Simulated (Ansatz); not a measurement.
Mulliken charges of BH₃O₂S (`OB(O)S`) from ωB97M-V/def2-TZVPP in Ansatz (PBE0-D4/def2-TZVP geometry).

| atom | x (Å) | y (Å) | z (Å) | charge (e) |
| --- | --- | --- | --- | --- |
| O1 | -0.283 | 1.153 | 0.105 | -0.295 |
| B2 | 0.166 | -0.131 | 0.214 | 0.309 |
| O3 | 0.877 | -0.493 | 1.311 | -0.286 |
| S4 | -0.104 | -1.458 | -1.016 | -0.186 |
| H5 | -0.778 | 1.346 | -0.691 | 0.185 |
| H6 | 0.990 | 0.239 | 1.924 | 0.189 |
| H7 | -0.806 | -0.725 | -1.893 | 0.084 |

**Question.** By hand: the dipole of these point charges (1 e Å = 4.8032 D).

**Answer.** Σ q r = (-0.121, 0.265, -0.074) e Å, of length 0.301 e Å = 1.45 D.

**Question.** How does the dipole of the full density compare? (An estimate is asked.)

**Answer.** The calculation gave: (-0.202, 0.424, -0.134) e Å, 2.35 D; the point charges give 0.62 times that, at 2° from its direction.

Point charges leave out the atoms' own dipoles, such as those of lone pairs, and Mulliken's split depends on the basis, so the two needn't agree.
